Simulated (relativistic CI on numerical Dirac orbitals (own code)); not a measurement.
## Radial parameters of Ca¹⁷⁺

These numbers are calculated, not measured: Dirac-Coulomb-Breit CI, separate exchange-only KLI orbitals for each configuration, model QED, unscaled Slater integrals (own radial code, finite nucleus).

Slater integrals F^k, G^k are unscaled and averaged over j, outside the closed core 1s2; ζ comes from projecting the Hamiltonian with its Breit term on Σ l·s of the shell.

- 2p: ζ(2p) = 27080 cm⁻¹; <r>(2p) = 0.2722, <r^2>(2p) = 0.08924 (bohr units).
- 3p: ζ(3p) = 7982.6 cm⁻¹; <r>(3p) = 0.6853, <r^2>(3p) = 0.5421 (bohr units).
- 3d: ζ(3d) = 1515.1 cm⁻¹; <r>(3d) = 0.5821, <r^2>(3d) = 0.3874 (bohr units).

Averages of the first 10 configurations, taken without configuration mixing, which lowers the lowest level and can move excited configurations by several eV; other configurations of the list can lie among them:

```
Configuration  Parity  States  Average energy above the lowest level (eV)
           2s    even       2                                         0.0
           2p     odd       6                                        39.5
           3s    even       2                                       651.7
           3p     odd       6                                       662.7
           3d    even      10                                       667.2
           4s    even       2                                       875.3
           4p     odd       6                                       879.8
           4d    even      10                                       881.7
           4f     odd      14                                       881.9
           5s    even       2                                       977.8
```
